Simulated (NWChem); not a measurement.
**Correlation energy of BN**

```
B
N 1 1.3170
```
Charge 0, spin multiplicity 3.

Everything below was run with NWChem. Structure: optimised with UPBE0/def2-SVP, a minimum by its harmonic frequencies.

Basis set: STO-3G. Each correlation energy counts from its own Hartree-Fock reference.

The correlated methods keep 2 core orbitals frozen. This spin state was chosen for the runs; another may lie lower. The structure started from a generated list of species. The unpaired electrons of the parent sit in orbitals of symmetry a1 and b1 (C2v labels of the run); other states weren't searched. No SCF solution was tested for a lower state. Open-shell Hartree-Fock references start from PBE0 orbitals. Coupled-cluster values serve here as a point of comparison, not as the truth.

| method | correlation energy (mHa) | remark |
|---|---|---|
| UMP2 | -74.6 | - |
| CCSD on UHF | -103.2 | large amplitudes |
| CCSD(T) on UHF | (withheld) | large amplitudes |
| CCSD[T] on ROHF | -116.4 | - |
| SCS-UMP2 | (withheld) | - |
| CCSD(T) on ROHF | (withheld) | - |
| CCSD[T] on UHF | -109.3 | large amplitudes |
| CCSD on ROHF | -107.5 | - |
| CCSDT on ROHF | (withheld) | - |

Task: Complete the blanks.

Result: 
- CCSD(T) on UHF, correlation energy (mHa): -106.8
- SCS-UMP2, correlation energy (mHa): -70.8
- CCSD(T) on ROHF, correlation energy (mHa): -113.0
- CCSDT on ROHF, correlation energy (mHa): -114.2
